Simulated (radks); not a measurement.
Excited configurations of Kr: one electron is placed in a higher orbital outside [Ar] 3d10 4s2 4p5. The ground configuration is [Kr]. All-electron calculation, scalar-relativistic Kohn-Sham, PBE, spin-polarised, spherical densities, finite nucleus; open shells are filled with parallel spins first; Fermi nuclear charge, rms radius 4.1884 fm. Program: a radial shooting solver on a logarithmic mesh with Libxc functionals. Excitation = E - E(ground); binding = E(ion) - E, where the ion is the core of charge +1; n* = 1/sqrt(2 binding) in atomic units, and the quantum defect is n - n*.

outer orbital  excitation (eV)  binding (eV)  quantum defect  eigenvalue (eV)  <r> (bohr)
5f                      13.400         0.671           0.496           -0.405       28.39
6p                      12.616         1.455           2.942           -0.881       14.64
7d                      13.473         0.598           2.228           -0.396       36.48

The Delta-SCF ionisation energy is 14.071 eV (NIST Atomic Spectra Database: 14.000 eV, measured). Self-interaction in the functional shifts the binding energies and quantum defects, so they are the method's values and not measured ones. Open shells are spherical and high-spin; term and fine-structure splittings are not resolved.
